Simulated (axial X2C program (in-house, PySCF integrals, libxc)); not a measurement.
# How long does TeN⁻ take?

A bond scan computed with an in-house all-electron X2C program for linear molecules (integrals from PySCF). Basis: Te dyall-acv3z [12s13p9d5f1g], N dyall-av3z [7s7p3d2f] (cores contracted in-house).

Input file and command:
```json
{"zs": [52, 7], "q": -1, "bas": ["dyall-acv3z", "dyall-av3z"], "levels": ["PBE0", "HF", "B97-3"], "cc": true, "r0": 1.88, "thr": -1.0, "nmax": 90, "npts": 10, "nst": 2, "ntry": 6}
```
```bash
python so2c.py task.json out
```

Keys: zs atomic numbers; q charge; bas basis sets; levels methods; cc coupled cluster on or off; r0 starting distance in Å; thr threshold in hartree for freezing inner shells (an s shell follows its p shell); nmax most natural virtual spinors; npts points on the curve; nst determinants followed; ntry starts of the search. HF also brings MP2.

Hardware: 1 thread of Arm Neoverse V1, with other jobs on the host.

Wall time of one point of each curve, integrals apart:

```tsv
Hamiltonian	level	points	seconds a point
spin-free	PBE0	10	1.1
spin-free	HF	10	0.71
spin-free	CCSD(T) (12 electrons, 90 virtuals)	7	6.1
spin-free	B97-3	10	1.1
2c	PBE0	10	1.5
2c	HF	10	1.2
2c	CCSD(T) (12 electrons, 90 virtuals)	7	6.9
2c	B97-3	10	1.6
```

The rest:

Search with its distance optimisation 39 s, atoms 26 s, whole task 230 s. Coupled cluster runs on the points near the minimum only. The program drops outer points, and coupled cluster, when its time limit (not in the input) nears; MP2, further determinants and curves that did not converge are not in the table.
